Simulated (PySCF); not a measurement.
Compound: C5H2BrFOS.
Cartesian coordinates in Å at the PBE0-D3(BJ)/def2-SVP level; atoms count from 1:
```
atom  x, y, z in Å
O1    -2.5316   -1.6253   -0.5558
C2    -2.0453   -0.5893   -0.2357
Br3   -3.1869    0.9501    0.1904
C4    -0.6271   -0.3052   -0.1145
C5     0.0424    0.8465    0.2448
C6     1.4461    0.6956    0.2467
C7     1.7983   -0.5797   -0.1156
F8     3.0201   -1.0460   -0.2099
S9     0.4688   -1.6136   -0.4633
H10   -0.4844    1.7667    0.4984
H11    2.1710    1.4688    0.4969
```

The calculation used TDDFT CAM-B3LYP/def2-SVPD, vertical, gas phase, core orbitals frozen in the response (PySCF). Relativistic effects, spin–orbit coupling among them, are left out although an element past zinc is present.

Ground-to-excited transition dipoles (e·a0, same axes as the geometry; the sign carries no meaning), for the states with f of 0.002 or more among the lowest 7:

```json
{"state": "S2", "E (hartree)": "0.1705", "μx": "-1.586", "μy": "0.102", "μz": "-0.018"}
{"state": "S3", "E (hartree)": "0.1899", "μx": "0.171", "μy": "0.572", "μz": "0.173"}
{"state": "S5", "E (hartree)": "0.2079", "μx": "0.200", "μy": "0.343", "μz": "0.108"}
{"state": "S7", "E (hartree)": "0.2336", "μx": "0.059", "μy": "-0.226", "μz": "-0.066"}
```

Question: Work out the oscillator strengths.

Answer: f = (2/3) ΔE |μ|² with ΔE in hartree (27.2114 eV).

| state | \|μ\|² (au) | \|μ\| (D) | f |
| --- | --- | --- | --- |
| S2 | 2.527 | 4.04 | 0.287 |
| S3 | 0.386 | 1.58 | 0.049 |
| S5 | 0.169 | 1.05 | 0.023 |
| S7 | 0.059 | 0.62 | 0.009 |

Question: Label these states by symmetry in Cs.

Answer: Polarised in the mirror plane, so A′: S2, S3, S5 and S7.

Question: Which bond between heavy atoms lies closest to the direction of the S2 transition dipole?

Answer: C5–C6, at 3° from it; next C2–C4 at 16°.

Question: What angle do the transition dipoles of S2 and S3 make?

Answer: |cos θ| = |μa·μb| / (|μa| |μb|) = 0.22, so θ ≈ 77° (taken between 0 and 90°, since the signs are arbitrary).

Question: How is the summed strength of these states shared among x, y and z?

Answer: (2/3) Σ ΔE μα² gives 0.296 for x, 0.067 for y and 0.006 for z, 0.369 in all.

Question: What peak molar absorption coefficient would the strongest computed level give as a lone Gaussian band 0.3 eV wide at half height?

Answer: ε(max) = 2.175×10⁸ f / FWHM, with the width in cm⁻¹. S2: 2.175×10⁸ × 0.2873 / 2420 ≈ 26000 L mol⁻¹ cm⁻¹.

The vertical ionisation energy (ΔSCF) is 9.56 eV, 3.21 eV above S7.

One conformer stands for the species.
